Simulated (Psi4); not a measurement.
Cl₂CrO₂ (SMILES [O]=[Cr](=[O])([Cl])[Cl]), singlet, at a GFN2-xTB geometry (such geometries of metal compounds can be far from the true shape); B3LYP/def2-SV(P) (Psi4).

Input for Psi4:
```
memory 2 GB

molecule {
0 1
Cr
O  1 1.551020
O  1 1.551020 2 117.653111
Cl 1 2.033845 2 108.028827 3 122.546735
Cl 1 2.033845 2 108.028827 3 -122.546735
}

set basis def2-sv(p)

energy('b3lyp')
print_variables()
```

It wrote (shortened):

```
   => Loading Basis Set <=

    Name: DEF2-SV(P)
    Role: ORBITAL
    Keyword: BASIS

         ---------------------------------------------------------
                                   SCF
               by Justin Turney, Rob Parrish, Andy Simmonett
                          and Daniel G. A. Smith
                              RKS Reference
         ---------------------------------------------------------

  ==> Geometry <==

    Molecular point group: cs
    Full point group: Cs

    Geometry (in Angstrom), charge = 0, multiplicity = 1:

       Center              X                  Y                   Z               Mass
    ------------   -----------------  -----------------  -----------------  -----------------
         CR          -0.330105554395    -0.199709979496     0.000000000000    51.940506230000
         O           -0.330105554395    -1.750729979496     0.000000000000    15.994914619570
         O           -1.703958341879     0.520145255063     0.000000000000    15.994914619570
         CL           0.710353988563     0.429755807360     1.630258337402    34.968852682000
         CL           0.710353988563     0.429755807360    -1.630258337402    34.968852682000

  Running in cs symmetry.

  Rotational constants: A =      0.10705  B =      0.06960  C =      0.05873 [cm^-1]
  Rotational constants: A =   3209.25237  B =   2086.50440  C =   1760.80946 [MHz]
  Nuclear repulsion =  501.758757239810052

  Charge       = 0
  Multiplicity = 1
  Electrons    = 74
  Nalpha       = 37
  Nbeta        = 37

  ==> Algorithm <==

  SCF Algorithm Type is DF.
  DIIS enabled.
  MOM disabled.
  Fractional occupation disabled.
  Guess Type is SAD.
  Energy threshold   = 1.00e-06
  Density threshold  = 1.00e-06
  Integral threshold = 1.00e-12

  ==> Primary Basis <==

  Basis Set: DEF2-SV(P)
    Blend: DEF2-SV(P)
    Number of shells: 38
    Number of basis functions: 88
    Number of Cartesian functions: 94
    Spherical Harmonics?: true
    Max angular momentum: 2

  ==> DFT Potential <==

   => LibXC <=

    Version 7.1.2
    S. Lehtola, C. Steigemann, M. J. T. Oliveira, and M. A. L. Marques,  SoftwareX 7, 1–5 (2018) (10.1016/j.softx.2017.11.002)

   => Composite Functional: B3LYP <=

    B3LYP Hyb-GGA Exchange-Correlation Functional

    P. J. Stephens, F. J. Devlin, C. F. Chabalowski, and M. J. Frisch,  J. Phys. Chem. 98, 11623 (1994) (10.1021/j100096a001)

    Deriv               =              1
    GGA                 =           TRUE
    Meta                =          FALSE

    Exchange Hybrid     =           TRUE
    MP2 Hybrid          =          FALSE

   => Exchange Functionals <=

    0.0800   Slater exchange
    0.7200         Becke 88

   => Exact (HF) Exchange <=

    0.2000               HF

   => Correlation Functionals <=

    0.1900   Vosko, Wilk & Nusair (VWN5_RPA)
    0.8100   Lee, Yang & Parr

   => LibXC Density Thresholds  <==

    XC_HYB_GGA_XC_B3LYP:  1.00E-15

   => Molecular Quadrature <=

    Radial Scheme          =       TREUTLER
    Pruning Scheme         =           NONE
    Nuclear Scheme         =       TREUTLER

    Blocking Scheme        =         OCTREE
    BS radius alpha        =              1
    Pruning alpha          =              1
    Radial Points          =             75
    Spherical Points       =            302
    Total Points           =         108922
    Total Blocks           =            926
    Max Points             =            256
    Max Functions          =             84
    Weights Tolerance      =       1.00E-15

   => Loading Basis Set <=

    Name: (DEF2-SV(P) AUX)
    Role: JKFIT
    Keyword: DF_BASIS_SCF

  ==> Integral Setup <==

  SCF_SUBTYPE=INCORE selected. In-core MEM_DF algorithm will be used.
  Using in-core AOs.

  ==> MemDFJK: Density-Fitted J/K Matrices <==

    J tasked:                   Yes
    K tasked:                   Yes
    wK tasked:                   No
    Algorithm:                 Core
    Schwarz Cutoff:           1E-12
[...]
  Reciprocal condition number of the overlap matrix is 3.2751898968E-03.
    Using symmetric orthogonalization.

  ==> Pre-Iterations <==

  SCF Guess: Superposition of Atomic Densities via on-the-fly atomic UHF (no occupation information).

   -------------------------
    Irrep   Nso     Nmo
   -------------------------
     A'        55      55
     A"        33      33
   -------------------------
    Total      88      88
   -------------------------

  ==> Iterations <==

                           Total Energy        Delta E     RMS |[F,P]|

   @DF-RKS iter SAD: -2114.14488958731135   -2.11414e+03   0.00000e+00
   @DF-RKS iter   1: -2110.24346677225958    3.90142e+00   5.43577e-02 DIIS/ADIIS
   @DF-RKS iter   2: -2074.12335267446042    3.61201e+01   1.28377e-01 ADIIS
   @DF-RKS iter   3: -2110.55207760642543   -3.64287e+01   4.01914e-02 DIIS/ADIIS
   @DF-RKS iter   4: -2101.01316129137604    9.53892e+00   7.72221e-02 DIIS/ADIIS
   @DF-RKS iter   5: -2114.26979529993605   -1.32566e+01   2.11852e-02 DIIS/ADIIS
   @DF-RKS iter   6: -2114.28696103563652   -1.71657e-02   2.19088e-02 DIIS/ADIIS
   @DF-RKS iter   7: -2114.18014224258695    1.06819e-01   2.40736e-02 DIIS/ADIIS
   @DF-RKS iter   8: -2114.11987518625074    6.02671e-02   2.40566e-02 DIIS/ADIIS
   @DF-RKS iter   9: -2114.83238486732989   -7.12510e-01   5.45492e-03 DIIS/ADIIS
   @DF-RKS iter  10: -2114.87276528239181   -4.03804e-02   1.12325e-03 DIIS/ADIIS
   @DF-RKS iter  11: -2114.87468242091472   -1.91714e-03   2.44071e-04 DIIS/ADIIS
   @DF-RKS iter  12: -2114.87476486732339   -8.24464e-05   4.92931e-05 DIIS
   @DF-RKS iter  13: -2114.87476980941119   -4.94209e-06   1.79032e-05 DIIS
   @DF-RKS iter  14: -2114.87477038289580   -5.73485e-07   3.70342e-06 DIIS
   @DF-RKS iter  15: -2114.87477040994418   -2.70484e-08   2.16921e-06 DIIS
   @DF-RKS iter  16: -2114.87477041674993   -6.80575e-09   2.50664e-07 DIIS
  Energy and wave function converged.

  ==> Post-Iterations <==

   Electrons on quadrature grid:
      Ntotal   =   74.0000325501 ; deviation = 3.255e-05

    Orbital Energies [Eh]
    ---------------------

    Doubly Occupied:

[...]
      13App   -0.344653

    Virtual:

[...]
    Final Occupation by Irrep:
             Ap   App
    DOCC [    24,   13 ]
    NA   [    24,   13 ]
    NB   [    24,   13 ]

  @DF-RKS Final Energy: -2114.87477041674993

   => Energetics <=

    Nuclear Repulsion Energy =            501.7587572398100519
    One-Electron Energy =               -3910.1970416198269049
    Two-Electron Energy =                1391.9802178015538630
    DFT Exchange-Correlation Energy =     -98.4167038382871056
    Empirical Dispersion Energy =           0.0000000000000000
    VV10 Nonlocal Energy =                  0.0000000000000000
    Total Energy =                      -2114.8747704167499251

Computation Completed

Properties will be evaluated at   0.000000,   0.000000,   0.000000 [a0]

Properties computed using the SCF density matrix

 Multipole Moments:

 ------------------------------------------------------------------------------------
     Multipole            Electronic (a.u.)      Nuclear  (a.u.)        Total (a.u.)
 ------------------------------------------------------------------------------------

 L = 1.  Multiply by 2.5417464519 to convert [e a0] to [Debye]
 Dipole X            :          0.4355427           -0.0812750            0.3542677
 Dipole Y            :          0.2634900           -0.0491704            0.2143196
 Dipole Z            :          0.0000000            0.0000000            0.0000000
 Magnitude           :                                                    0.4140514

 ------------------------------------------------------------------------------------

  Variable Map:
  ----------------------------------------------------------------------------
[...]
  Array Variable Map:
  ----------------------------------------------------------------------------
[...]
[...]
```
